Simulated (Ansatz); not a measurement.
Energy profile

The step: GeH₃Cl ([Cl][GeH3]) + H₂O → GeH₄O ([OH][GeH3]) + HCl; bonds formed: Ge1–O7, Cl2–H6; bonds broken: Ge1–Cl2, H6–O7 (atoms numbered as in the saddle structure below).

```
8
angstrom
Ge -0.6967 -0.4616 -0.0766
Cl 1.7552 -1.2004 -0.3868
H -0.8094 -0.7834 -1.5666
H -0.8057 -1.5587 0.9747
H -1.8317 0.5690 0.2125
H 1.4030 0.5487 0.2339
O 0.5511 1.0175 0.5240
H 0.4339 1.8687 0.0850
```

Electronic energies by CCSD(T) at an estimated basis limit (MP2 extrapolated from triple and quadruple zeta, plus CCSD(T) − MP2 in triple zeta), on PBE0-D4/def2-TZVP structures; GeH5ClO, closed shell; no counterpoise correction. Ansatz 0.2.0; basis: def2-TZVPP and def2-QZVPP; cores frozen in the correlated methods. Filled d shells of the heavier atoms are correlated. The def2 sets are not built for correlating such inner shells, so the correlated values are less sure here. Extrapolation: Hartree–Fock as exp(−7.88 √X), correlation as X^−2.97.

Q: Give the profile in kcal/mol, counted from the separated reactants. (An estimate is asked for; the value comes from the calculation.)

A: Computed:
| point | kcal/mol |
| --- | --- |
| separated: GeH3Cl (linked as [Cl][GeH3]; Ge1, Cl2, H3, H4, H5; singlet) + H2O (H6, O7, H8; singlet) | 0.00 |
| start structure | -3.54 |
| saddle | 22.98 |
| end structure | 6.44 |
| separated: GeH4O (linked as [OH][GeH3]; Ge1, H3, H4, H5, O7, H8; singlet) + HCl (Cl2, H6; singlet) | 12.66 |

No T1 diagnostic of these runs exceeds 0.012.

The step is the kind of ligand exchange by which a precursor binds to a hydroxyl group, or is hydrolysed, in atomic layer deposition of oxides.

For scale, one of the runs: CCSD(T)/def2-TZVPP, 191 basis functions, launched by `ansatz run in.yaml --threads 4 --pin off --events-out ev --progress --plain --max-ram 9574MiB`. The run took 62 s on 4 CPU threads of an Intel Xeon (shared host), with 2.1 GiB of host memory at its peak.
